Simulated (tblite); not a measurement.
C6H11N3Si.
Geometry (GFN2-xTB, Å), atoms numbered from 1 in this order:
```
atom  x, y, z in Å
C1     3.2586   -1.0237   -0.1259
C2     2.0414   -0.5137   -0.2801
C3     1.1982   -0.0974    0.8087
C4     1.4007   -0.0571    2.1793
N5     0.2850    0.4223    2.7546
N6    -0.5768    0.6773    1.8497
N7    -0.0694    0.3800    0.6456
Si8   -1.0805    0.6156   -0.7932
C9    -2.5859    1.5857   -0.1962
C10   -1.5220   -1.1068   -1.4623
H11    3.6977   -1.1626    0.8470
H12    3.8556   -1.3194   -0.9709
H13    1.6224   -0.3847   -1.2693
H14    2.2562   -0.3334    2.7592
H15   -0.2455    1.3711   -1.7407
H16   -3.3055    1.7216   -0.9974
H17   -2.3016    2.5668    0.1707
H18   -3.0786    1.0683    0.6216
H19   -0.6412   -1.7187   -1.6368
H20   -2.1573   -1.6440   -0.7625
H21   -2.0606   -1.0302   -2.4014
```

Level: GFN2-xTB in tblite, geometry and Hessian alike; calculated harmonic values, unscaled, isolated species. Against measured fundamentals such values can be off by several per cent, at times by over 20. Modes of hydrogen on silicon can be 10 to 20 % off. One conformer, not necessarily the lowest.

Harmonic wavenumbers (cm⁻¹): 32.4, 71.8, 87.4, 97.8, 103.5, 120.2, 159.3, 188.1, 207.2, 250.9, 262.2, 422.4, 500.3, 570.2, 624.7, 657.2, 684.8, 686.6, 712.6, 718.9, 772.6, 801.1, 813.3, 839.9, 842.1, 862.3, 884.5, 955.3, 1007.0, 1021.8, 1100.5, 1121.3, 1141.0, 1259.5, 1293.1, 1358.3, 1370.1, 1373.9, 1382.3, 1412.8, 1459.7, 1467.5, 1476.2, 1479.3, 1517.2, 1668.2, 2193.4, 3030.6, 3035.9, 3045.7, 3050.3, 3051.4, 3054.3, 3060.9, 3113.8, 3141.0, 3188.5.

A = 1672, B = 921.3, C = 655.1 MHz; mass 153.072 u (most abundant isotopes); point group C1, symmetry number 1.

**Question.** What is the zero-point energy?

**Answer.** Half the sum of the wavenumbers: 35403 cm⁻¹ = 423.51 kJ/mol.

**Question.** Give the ideal-gas entropy at 350 K and 1 bar in the rigid-rotor, harmonic-oscillator model (classical rotation).

**Answer.** Translation 174.93, rotation 128.12, vibration 193.27: S = 496.3 J/(mol K).

**Question.** And Cp and H(350 K) − H(0)?

**Answer.** Cp = 213.95 J/(mol K), of which vibrations give 180.69 (their classical limit is 57 R = 473.9); H(350 K) − H(0) = 45.28 kJ/mol without the zero-point energy, 33.64 from vibrations.

**Question.** Which modes carry the vibrational entropy at 350 K?

**Answer.** 32.4 cm⁻¹: 25.08; 71.8 cm⁻¹: 18.49; 87.4 cm⁻¹: 16.87; 97.8 cm⁻¹: 15.95; 103.5 cm⁻¹: 15.48; 120.2 cm⁻¹: 14.26 J/(mol K); the other 51 give 87.14 together.

**Question.** How do the functions run with temperature in this model?

**Answer.** 
```json
{"T (K)": "100", "S (J/(mol K))": "317.3", "Cp (J/(mol K))": "98.6", "H − H(0) (kJ/mol)": "6.61", "G − H(0) (kJ/mol)": "-25.12", "ln q(vib)": "2.78"}
{"T (K)": "200", "S (J/(mol K))": "398.7", "Cp (J/(mol K))": "141.7", "H − H(0) (kJ/mol)": "18.59", "G − H(0) (kJ/mol)": "-61.14", "ln q(vib)": "6.56"}
{"T (K)": "300", "S (J/(mol K))": "465.2", "Cp (J/(mol K))": "190.2", "H − H(0) (kJ/mol)": "35.17", "G − H(0) (kJ/mol)": "-104.40", "ln q(vib)": "10.02"}
{"T (K)": "500", "S (J/(mol K))": "583.4", "Cp (J/(mol K))": "274.9", "H − H(0) (kJ/mol)": "82.16", "G − H(0) (kJ/mol)": "-209.53", "ln q(vib)": "16.53"}
{"T (K)": "800", "S (J/(mol K))": "731.5", "Cp (J/(mol K))": "354.2", "H − H(0) (kJ/mol)": "177.66", "G − H(0) (kJ/mol)": "-407.57", "ln q(vib)": "25.52"}
{"T (K)": "1000", "S (J/(mol K))": "814.4", "Cp (J/(mol K))": "388.1", "H − H(0) (kJ/mol)": "252.07", "G − H(0) (kJ/mol)": "-562.35", "ln q(vib)": "30.99"}
```

q(vib) and H(0) count from the zero-point level.

Hindered rotation and anharmonicity are outside this model. Other conformers, if any are populated, would add a mixing term that is left out. The structure is chiral; the term R ln 2 for an equal mix with its mirror image is left out.
